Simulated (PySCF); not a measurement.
A species of formula C8H17P has this rotational fingerprint, computed with PBE0/pcSseg-1 in PySCF (dipole) on a GFN2-xTB geometry, gas phase:

```
Rotational constants : A = 1731, B = 1142, C = 999.3 MHz
Dipole components    : |μa| = 0.98 D, |μb| = 2.05 D, |μc| = 1.25 D
Inertial defect      : -228.65 u·Å²
κ                    : -0.61
```

Question: Which structure is it? (One computed conformer of each.)
A. `[CH3:1][CH:2]=[P:3]1([CH3:4])[CH2:5][CH2:6][CH2:7][CH2:8][CH2:9]1` with C2–P3–C5–C6 61°, P3–C5–C6–C7 61°, C5–C6–C7–C8 -65°, C6–C7–C8–C9 66°
B. `[CH2:1]=[CH:2][P:3]([CH2:4][CH2:5][CH3:6])[CH:7]([CH3:8])[CH3:9]` with C1–C2–P3–C4 -127°, C2–P3–C4–C5 71°, P3–C4–C5–C6 179°, C2–P3–C7–C8 -68°
C. `[CH3:1][CH2:2][C:3]([CH3:4])([CH3:5])[PH:6][CH:7]1[CH2:8][CH2:9]1` with C1–C2–C3–C4 -57°, C2–C3–P6–C7 68°, C3–P6–C7–C8 -100°
D. `[CH3:1][CH2:2][P:3]1[CH2:4][CH2:5][CH2:6][CH2:7][CH2:8][CH2:9]1` with C1–C2–P3–C4 175°, C2–P3–C4–C5 173°, P3–C4–C5–C6 36°, C4–C5–C6–C7 54°, C5–C6–C7–C8 -101°

Answer: A. It is CC=P1(C)CCCCC1, an asymmetric top, point group C1. The candidates at the same level (rigid rotor, commonest isotopes):

```
         SMILES  A (MHz)  B (MHz)  C (MHz)  μa (D)  μb (D)  μc (D)  Δ (u·Å²)  point group           rotor
CCC(C)(C)PC1CC1     1994    941.7    830.2    0.11    0.14    1.25   -181.31           C1  asymmetric top
 C=CP(CCC)C(C)C     1725    873.2    627.0    0.17    0.08    1.12    -65.63           C1  asymmetric top
 CC=P1(C)CCCCC1     1731     1142    999.3    0.98    2.05    1.25   -228.65           C1  asymmetric top
    CCP1CCCCCC1     2363    939.0    744.9    0.13    0.13    1.13    -73.66           C1  asymmetric top
```

`C=CP(CCC)C(C)C` has C 37 % too low; `CCC(C)(C)PC1CC1` has B 18 % too low; `CCP1CCCCCC1` has A 36 % too high. No structure here is proved a minimum.
